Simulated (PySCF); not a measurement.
## Computed data sheet: `C[C@@H](F)OCCC(F)(F)F`

Compound: C5H8F4O.
Structure used (PBE0-D3(BJ)/def2-SVP), in Å, numbered top down from 1:
```xyz
18
C5H8F4O angstrom
C      2.6439   -0.1813    0.9239
C      1.5140   -0.4410   -0.0301
F      0.8822   -1.6212    0.3286
O      0.6331    0.6064    0.0214
C     -0.4166    0.5908   -0.9130
C     -1.6292   -0.2059   -0.4563
C     -2.2714    0.3227    0.8007
F     -1.5060    0.1651    1.8787
F     -2.5498    1.6309    0.6938
F     -3.4272   -0.3102    1.0378
H      3.3416   -1.0288    0.9257
H      3.1809    0.7320    0.6345
H      2.2321   -0.0478    1.9339
H      1.8632   -0.6025   -1.0715
H     -0.7057    1.6405   -1.0703
H     -0.0652    0.1884   -1.8816
H     -2.3978   -0.1724   -1.2432
H     -1.3636   -1.2565   -0.2809
```

Among its groups: ether, CF3 group and C–F bond.

PBE0-D3(BJ)/def2-SVP geometry optimisation, gas phase (PySCF):

```
Point group                  : C1
Rotational constants A, B, C : 2.547, 0.725, 0.702 GHz
```

From PBE0/def2-SVPD ground state, ΔSCF and vertical TDDFT (core frozen in the response) (PySCF):

```
Dipole moment                                                     : 3.45 D
HOMO energy                                                       : -8.71 eV
LUMO energy                                                       : 0.55 eV
HOMO–LUMO gap                                                     : 9.26 eV
Lowest singlet excitation                                         : 8.09 eV (153 nm, f = 0.033)
Strongest line among the 10 lowest singlet transitions            : S10 at 9.74 eV (127 nm, f = 0.083)
Lowest triplet excitation (Tamm–Dancoff)                          : 7.86 eV
Static isotropic polarisability                                   : 69.6 au
Vertical ionisation energy                                        : 10.80 eV
Electronic spatial extent ⟨r²⟩ about the centre of nuclear charge : 1655 bohr²
```

**CAM-B3LYP/pcSseg-1 ground state and GIAO shieldings, non-relativistic (PySCF)**

```
13C chemical shifts (computed TMS as zero) by class         : 133.6 (C7), 116.6 (C2), 67.6 (C5), 39.9 (C6), 23.6 (C1) ppm
1H chemical shifts (computed TMS as zero) by class          : 5.10 (H14), 4.28 (H15), 3.37 (H16), 2.76 (H18), 1.54 (H17), 1.43 (H11/H12/H13) ppm
Isotropic shieldings of nuclei other than C and H, by class : 233 (O4), 257 (F8/F9/F10), 311 (F3) ppm
```

Monoisotopic mass (most abundant isotopes): 160.0511 u.

In wavenumbers S1 is 65300 cm⁻¹ (1 eV = 8065.54 cm⁻¹). The principal polarisabilities are 63.4, 66.2 and 79.1 au; their mean is the isotropic value. S1 lies 1.17 eV below the HOMO–LUMO gap; its leading configuration is HOMO→LUMO, weight 0.95. With B = h/(8π²I), that is 505.379 GHz u Å² over I, the principal moments of inertia are 198.4, 696.7 and 719.5 u Å² (most abundant isotopes). The largest Löwdin shares of the HOMO are 0.56 on O4, 0.09 on C5, 0.07 on C6 and 0.07 on C2. In atomic units the dipole is 1.36 e·bohr (1 au = 2.5417 D). No computed singlet falls in the visible range (750 to 380 nm, 1.65 to 3.26 eV); S1 lies 4.83 eV above its blue end.

One conformer (not necessarily the lowest) at the PBE0-D3(BJ)/def2-SVP geometry, without solvent or vibrations. NMR classes are plain means over equivalent atoms (diastereotopic ones count apart unless rotation or inversion swaps them), as if these changed places fast; in this geometry the members of some classes differ.

For the TDDFT job (PBE0/def2-SVPD), the run took 6.0 min on Arm Neoverse V1, one thread (shared host), and the process peaked at 1.1 GiB of memory.
